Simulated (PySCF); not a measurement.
**Si: excitation energy**

Si [Ne] 3s2 3p2 (3P) → Si [Ne] 3s1 3p3 (5S), as a difference of total energies. Calculation: PySCF 2.14, in dyall-av3z; the non-relativistic Hamiltonian (point nucleus). Correlated levels: valence: [Ne] frozen; virtual orbitals above 40 to 60 times the deepest correlated orbital energy dropped. The calculations carry no spin-orbit coupling.

```csv
method,excitation energy (cm⁻¹)
UHF,20976
LDA,34576
PBE,33882
PBE0,32478
r2SCAN,29042
M06,35567
PW91,33886
MN15,33787
M06-2X,36115
MP2 (valence),28770
SCS-MP2 (valence),32576
```

A first-order spin-orbit estimate (lowest level to lowest level, LS coupling) adds 0.016 eV.
